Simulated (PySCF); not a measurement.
# Electric properties by functional and basis

Compound: AlBrH2.
Atom-mapped SMILES: `[AlH2:1][Br:2]` (hydrogens: H3, H4 on Al1)

PySCF, dipoles from the SCF density, polarisabilities from static response with core orbitals frozen. Isolated species at its PBE0-D3(BJ)/def2-SVP geometry, gas phase. The LDA/def2-SVPD calculation is non-relativistic and has no spin–orbit coupling, an omission that weighs most on bromine.

Q: How do dipole and polarisability depend on functional and basis here?

A: 

```tsv
level	μ (D)	α (au)	anisotropy (au)
LDA/def2-SVPD	1.180	53.67	19.09
PBE/def2-SVPD	1.117	52.95	18.57
B3LYP/def2-SVPD	1.228	51.11	17.33
PBE0/def2-SVPD	1.252	50.57	16.80
BHandHLYP/def2-SVPD	1.355	48.80	15.64
CAM-B3LYP/def2-SVPD	1.316	50.10	16.40
wB97X-D/def2-SVPD	1.316	50.24	16.09
LC-wPBE/def2-SVPD	1.359	48.75	15.18
HF/def2-SVPD	1.469	46.57	13.36
PBE0/6-31G*	1.507	37.99	22.79
PBE0/def2-SVP	1.211	39.08	21.73
PBE0/aug-cc-pVDZ	1.270	50.14	18.46
PBE0/def2-TZVP	1.209	46.40	18.67
PBE0/def2-TZVPD	1.237	50.84	17.28
PBE0/aug-cc-pVTZ	1.245	50.91	17.48
```

The anisotropy is √(½[(α1 − α2)² + (α2 − α3)² + (α3 − α1)²]). The dipole runs from 1.12 D (PBE/def2-SVPD) to 1.51 D (PBE0/6-31G*). No reference polarisability is at hand; against PBE0 in the largest diffuse basis at hand (aug-cc-pVTZ) the other PBE0 rows deviate by 6-31G* -25%, def2-SVP -23%, def2-SVPD -1%, aug-cc-pVDZ -2%, def2-TZVP -9%, def2-TZVPD 0%. In one basis (def2-SVPD) the functionals order the polarisability from HF (lowest) to LDA (highest), a spread of 15%. With PBE0 the polarisability is 41.16 au without diffuse functions (mean of 6-31G*, def2-SVP and def2-TZVP) and 50.62 au with them (mean of def2-SVPD, aug-cc-pVDZ, def2-TZVPD and aug-cc-pVTZ).
